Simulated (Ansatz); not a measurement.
A structure relaxed at PBE0-D4/def2-TZVP, charge 0, multiplicity 1:

```xyz
8

O     0.800    0.604    1.747
Si    0.337   -0.427    0.566
C    -1.051   -0.156   -0.567
C     0.137   -0.018   -1.163
F     0.495    0.288   -2.400
H     0.621    1.537    1.612
H     0.751   -1.749    1.067
H    -2.090   -0.079   -0.864
```

Q: Give its formula and SMILES.

A: C2H3FOSi, `O[SiH]1C=C1F`.

Q: Summarise the bond lengths by kind.

A: 1 × O–Si 1.635 Å; 1 × H–O 0.959 Å; 2 × C–Si 1.788 to 1.812 Å; 1 × H–Si 1.474 Å; 1 × C–C 1.336 Å; 1 × C–H 1.083 Å; 1 × C–F 1.323 Å.

Program: Ansatz 0.2.0.
